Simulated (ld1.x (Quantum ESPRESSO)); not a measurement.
Tl, TM: configuration errors across variants

* Element: Tl (Z = 81)
* Generator: ld1.x (Quantum ESPRESSO) 7.5
* Type: norm-conserving Troullier–Martins (Kleinman–Bylander form)
* Functional: BLYP
* Relativity: fully relativistic
* Frozen core: [Xe] 4f14 5d10
* Valence charge: 3
* Reference configuration: 6s1.5 6p1.5
* Partial waves: 6s (bound): rc 2.15 bohr; 6p (bound): rc 2.90 bohr
* Local potential: the p channel
* Core correction: a·sin(br)/r model core, default radius (core density twice the valence density)

Open shells are filled in proportion to 2j + 1 (rel_dist='average').

All-electron excitation energies from the reference (eV): (1) 6s2 6p1 -3.572; (2) 6s2 6p0 1.721; (3) 6s1 6p0 22.539; (4) 6s0 6p3 11.382; (5) 6s2 6p0.5 -1.672; (6) 6s2 6p1.3 -4.082; (7) 6s1 6p1 9.809.

The default core radius of the base comes out at 2.13 bohr.

4 further variants failed, have other tests or another functional or relativity, and are left out.

The file “base” misses its own reference levels by 0.8 eV. The file “core correction a·sin(br)/r model core inside 2.16 bohr” misses its own reference levels by 0.8 eV. The file “all radii but the core radius scaled by about 1.26 (s 2.70, p 3.64 bohr)” misses its own reference levels by 0.8 eV. The file “wave 6p (bound): rc 2.90 bohr becomes 6p (bound): rc 3.24 bohr” misses its own reference levels by 0.8 eV. The file “wave 6s (bound): rc 2.15 bohr becomes 6s (bound): rc 2.16 bohr” misses its own reference levels by 0.8 eV. The file “wave 6p (bound): rc 2.90 bohr becomes 6p (bound): rc 3.34 bohr” misses its own reference levels by 0.8 eV. The file “all radii but the core radius scaled by about 1.38 (s 2.98, p 4.00 bohr)” misses its own reference levels by 0.8 eV.

Errors AE − PS in meV (a dash: test not solved or not reliable):

```csv
change,(1),(2),(3),(4),(5),(6),(7),bound ghosts
base,+25,+102,-92,-190,+67,+0.9,-12,none
core correction a·sin(br)/r model core inside 2.16 bohr,+26,+102,-87,-187,+67,+1.2,-11,none
"all radii but the core radius scaled by about 1.26 (s 2.70, p 3.64 bohr)",+24,+89,-120,-183,+61,+1.6,-13,none
wave 6p (bound): rc 2.90 bohr becomes 6p (bound): rc 3.24 bohr,+26,+99,-102,-171,+66,+2.2,-11,none
wave 6s (bound): rc 2.15 bohr becomes 6s (bound): rc 2.16 bohr,+25,+102,-92,-191,+67,+0.8,-12,none
local potential all-electron potential smoothed inside 2.45 bohr (lloc = -1),-8.6,-6.5,-224,-68,-2.3,-13,-52,none
wave 6p (bound): rc 2.90 bohr becomes 6p (bound): rc 3.34 bohr,+26,+98,-106,-166,+66,+2.6,-11,none
"all radii but the core radius scaled by about 1.38 (s 2.98, p 4.00 bohr)",+23,+79,-140,-181,+56,+2.2,-14,none
```

Question: Give the same row for: local potential all-electron potential smoothed inside 2.70 bohr (lloc = -1).

Answer: -8.8, -6.6, -227, -70, -2.4, -13, -53; bound ghosts: none.
